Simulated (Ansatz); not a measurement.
Stepwise reaction of `O[Si](O)([SiH3])Cl` with hydrogen chloride, as a gas-phase model of exchange steps in deposition or etching. ΔE in kJ/mol.

Program: Ansatz. Geometries: PBE0-D4/def2-TZVP. ΔE: electronic, gas phase. CBS: MP2 limit from def2 TZ/QZ plus the TZ coupled-cluster correction, frozen cores. This one scheme is used for every species. Functionals use def2-TZVPP. B3LYP here is the variant with VWN-RPA as its local correlation; programs differ in this. Each species was taken in one conformer, which may not be the lowest.

```tsv
step	reaction	PBE-D4	B3LYP-D4	ωB97M-V	CCSD(T)/CBS
1	`O[Si](O)([SiH3])Cl` + HCl → `O[Si](O)(Cl)[SiH2]Cl` + H₂	-70.3	-71.3	-71.1	-71.0
```

Q: Give the row of step 2, `O[Si](O)(Cl)[SiH2]Cl` + HCl → `O[Si](O)(Cl)[SiH](Cl)Cl` + H₂. (An estimate is asked.)

A: Ansatz gave: 
| step | reaction | PBE-D4 | B3LYP-D4 | ωB97M-V | CCSD(T)/CBS |
| --- | --- | --- | --- | --- | --- |
| 2 | `O[Si](O)(Cl)[SiH2]Cl` + HCl → `O[Si](O)(Cl)[SiH](Cl)Cl` + H₂ | -79.8 | -78.7 | -78.4 | -77.1 |

Q: By hand: ΔE of the 2 steps together at CCSD(T)/CBS.

A: (-71.0) + (-77.1) = -148.1 kJ/mol, or -74.0 kJ/mol a step.

In ΔE each step is lower than the one before. All are downhill at CCSD(T)/CBS. PBE-D4 differs from CCSD(T)/CBS by -2.7 to 0.7 kJ/mol a step. Only this route is followed, and other bonds may react first. Isolated molecules leave out the surface, adducts and barriers. Largest T1 diagnostic: 0.012.
